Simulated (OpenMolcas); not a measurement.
A calculation on P I.

| Property | Result |
| --- | --- |
| Program | OpenMolcas 26.06 |
| Method | CASSCF |
| Basis | ANO-RCC-VQZP [6s5p3d2f1g] |
| Scalar Hamiltonian | DKH2, point nucleus |
| Active space | 3 electrons in 3 orbitals (3p) |
| State averaging | 2S+1 = 4 odd, 1 root; 2S+1 = 2 odd, 8 roots |
| Spin-orbit coupling | RASSI with atomic mean-field integrals over the reference wave functions, term energies averaged over their components |

Question: Which level of the active space comes out lowest?

Answer: 3s² 3p³ ⁴S°_3/2, with 100 % of that term; it is also the measured ground level.

Question: How high does 3s² 3p³ ²D°_3/2 lie?

Answer: 15351 cm⁻¹ above the lowest level; measured 11361 cm⁻¹ above the ground level, so the calculation is off by +35 %.

Question: How high does 3s² 3p³ ²P°_3/2 lie?

Answer: 25389 cm⁻¹ above the lowest level; measured 18748 cm⁻¹ above the ground level, so the calculation is off by +35 %.

Question: How high does 3s² 3p³ ²D°_5/2 lie?

Answer: 15357 cm⁻¹ above the lowest level; measured 11377 cm⁻¹ above the ground level, so the calculation is off by +35 %.

Measured values: NIST Handbook of Basic Atomic Spectroscopic Data.

Without dynamic correlation excited terms often stand tens of per cent too high (terms of higher spin than the ground term too low), and those without a measured partner can miss by more than the paired ones. With the s shell closed, the reference lacks s² → p² mixing. Measured partners are found by configuration, term and J. A level has none where our copy of the source lacks it or the pairing is in doubt (some pairs that miss far off the trend of their configuration count as doubtful), and it then counts in no deviation. Levels of configurations outside the active space are missing.

° marks odd parity.
